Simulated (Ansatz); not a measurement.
Born–Oppenheimer molecular dynamics of a periodic cell of 36 atoms, H₃C₂N (contents 6 CH3CN, density as packed 0.60 g/cm³ with natural masses). It starts from a partly relaxed structure (largest force component 0.25 eV/Å).

All numbers below come from Ansatz 0.2.0, DFT PBEsol, scalar-relativistic, plane waves, PAW. Settings: accuracy low, cutoff 420 eV, k mesh 1x1x1, fermi-dirac smearing 0.02 eV, no spin polarisation.

* ensemble: NVT, Langevin thermostat
* time step: 0.5 fs
* steps asked: 230
* set temperature: 1000 K
* friction: 0.02 /fs
* seed: 11463

First frame:

```xyz
36
Lattice="8.7876 0.0000 0.0000 0.0000 8.7876 0.0000 0.0000 0.0000 8.7876" Properties=species:S:1:pos:R:3
C 9.004 3.099 4.788
C 8.408 3.777 5.913
N 7.919 4.306 6.826
H 8.668 3.554 3.843
H 10.105 3.161 4.840
H 8.681 2.042 4.795
C 4.331 0.739 3.683
C 3.746 1.722 2.796
N 3.295 2.505 2.063
H 4.322 -0.254 3.207
H 5.378 1.003 3.921
H 3.779 0.664 4.636
C 6.101 7.923 8.647
C 5.071 7.990 7.638
N 4.229 8.050 6.839
H 5.880 7.115 9.361
H 7.091 7.726 8.208
H 6.156 8.874 9.200
C 2.196 5.540 8.583
C 1.200 6.489 9.020
N 0.400 7.243 9.397
H 1.705 4.634 8.184
H 2.824 5.988 7.790
H 2.825 5.242 9.444
C 8.035 6.723 3.630
C 7.762 7.936 4.358
N 7.538 8.918 4.936
H 8.376 6.961 2.604
H 8.821 6.149 4.146
H 7.125 6.103 3.579
C 4.891 2.888 7.840
C 4.155 3.306 6.667
N 3.553 3.631 5.725
H 4.976 1.786 7.839
H 5.904 3.336 7.826
H 4.346 3.174 8.763
```

(1) What does the run give?

(2) What happens to the structure?

(3) How do temperature and energy run in time?

Answers

(1) The run went to its last step.

```json
{
  "steps done": "230",
  "time covered": "115 fs",
  "mean temperature over the second half": "952 K",
  "spread of the potential energy over the second half": "15.7 meV per atom",
  "mean potential energy of the second half above the start": "88.7 meV per atom"
}
```

A run of 0.12 ps of so small a system gives no equilibrium averages. Limits of this set-up: coarse k mesh, low accuracy level.

(2) Mean squared displacements from the first frame to the last, about the centre of mass: C 0.38 Å², N 0.37 Å², H 2.18 Å². Another seed would give other details.

(3) 
```tsv
time (fs)	T (K)	potential energy less start (eV)
0.0	972	0.000
9.5	624	1.853
19.0	762	2.451
28.5	704	2.617
38.0	970	2.482
47.5	729	3.414
57.0	832	2.672
66.5	821	2.903
76.0	865	3.060
85.5	834	3.901
95.0	1073	3.498
104.5	1251	2.246
114.0	856	3.877
```

The run took 15 min on 1 thread of Arm Neoverse V1 (shared host), peak memory 0.59 GiB.
